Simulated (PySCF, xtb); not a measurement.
C₅H₄F₂O, SMILES O=C1C=CCC1(F)F. Other conformers were not sampled.

Harmonic wavenumbers (cm⁻¹) from GFN2-xTB (xtb 6.7.1) at its own minimum, in rising order: 50, 192, 277, 291, 381, 392, 546, 596, 660, 707, 738, 798, 893, 898, 1004, 1021, 1032, 1100, 1124, 1144, 1155, 1279, 1293, 1414, 1632, 1800, 2978, 2992, 3115, 3148.

Task: What does PBE0-D3(BJ)/def2-SVP run with PySCF give at its own minimum? (The exact figures need the calculation; the answer reports its results.)

Result: 28, 218, 297, 302, 407, 428, 581, 643, 690, 730, 773, 832, 928, 975, 1009, 1069, 1114, 1118, 1222, 1262, 1268, 1372, 1387, 1430, 1681, 1903, 3084, 3142, 3224, 3261. Paired by order, the mean absolute difference is 59 cm⁻¹ and the zero-point energies are 49.5 and 52.0 kcal/mol.
